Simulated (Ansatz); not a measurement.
Geometry optimisation, Ansatz, RKS r2SCAN/6-31G*.

The input (input.yaml):

```yaml
crystal:
  periodic: [false, false, false]
  atoms:
    - { symbol: Si, position_ang: [-0.958134, -0.758557, -0.442269] }
    - { symbol: C, position_ang: [1.303418, 1.320721, 0.364804] }
    - { symbol: C, position_ang: [-0.944007, -1.124153, 1.210923] }
    - { symbol: H, position_ang: [0.675849, 0.592727, 0.873634] }
    - { symbol: O, position_ang: [-1.882233, 0.404804, -1.136634] }
    - { symbol: O, position_ang: [0.129242, -1.236372, -1.587334] }
    - { symbol: H, position_ang: [1.065133, 1.352008, -0.704372] }
    - { symbol: H, position_ang: [1.14093, 2.315668, 0.790896] }
    - { symbol: H, position_ang: [2.358831, 1.049984, 0.476355] }
    - { symbol: H, position_ang: [-1.735723, -0.756809, 1.859185] }
    - { symbol: H, position_ang: [-0.34711, -1.943901, 1.604006] }
    - { symbol: H, position_ang: [-1.584019, 0.675968, -2.016501] }
    - { symbol: H, position_ang: [0.777923, -1.892085, -1.292792] }
basis:
  gaussian: { orbitals: "6-31G*" }
hamiltonian:
  xc: r2scan
relax:
  f_tol: 0.03
  max_steps: 50
output:
  orbitals: {}
```

Run as:

```bash
$ ansatz run input.yaml --threads 2 --pin off --max-ram 3072MiB --backend cpu --events-out ev --progress --plain --runs-dir out
```

Question: Where does it end, and by what steps?

Answer: The run converged. After 32 steps the energy has fallen by 0.196 eV; H8 moved furthest, 1.46 Å.

```tsv
step	energy less start (eV)	largest force component (eV/Å)	accepted
0	0.0000	0.439	yes
2	-0.1316	0.151	yes
4	-0.1519	0.559	no
6	-0.1572	0.071	yes
8	-0.1587	0.103	yes
10	-0.1604	0.114	yes
12	-0.1630	0.116	yes
14	-0.1657	0.442	no
16	-0.1784	0.046	yes
18	-0.1847	0.151	yes
20	-0.1874	0.091	yes
22	-0.1896	0.037	yes
24	-0.1910	0.067	yes
26	-0.1924	0.109	yes
28	-0.1937	0.105	yes
30	-0.1954	0.031	yes
32	-0.1959	0.021	yes
```

```xyz
13
Properties=species:S:1:pos:R:3
Si -1.001 -0.902 -0.198
C 1.508 1.747 0.018
C -1.492 -1.879 1.095
H 0.835 1.670 0.878
O -1.511 0.632 -0.476
O 0.114 -1.265 -1.365
H 1.541 0.795 -0.521
H 1.161 2.544 -0.651
H 2.514 1.995 0.368
H -2.191 -1.504 1.836
H -1.209 -2.925 1.173
H -0.861 1.188 -0.933
H 0.592 -2.095 -1.224
```

Whether the end is a true minimum wasn't checked by a vibrational analysis.

The run took 120 s on 2 threads of Arm Neoverse V1 (shared host), peak memory 0.16 GiB.
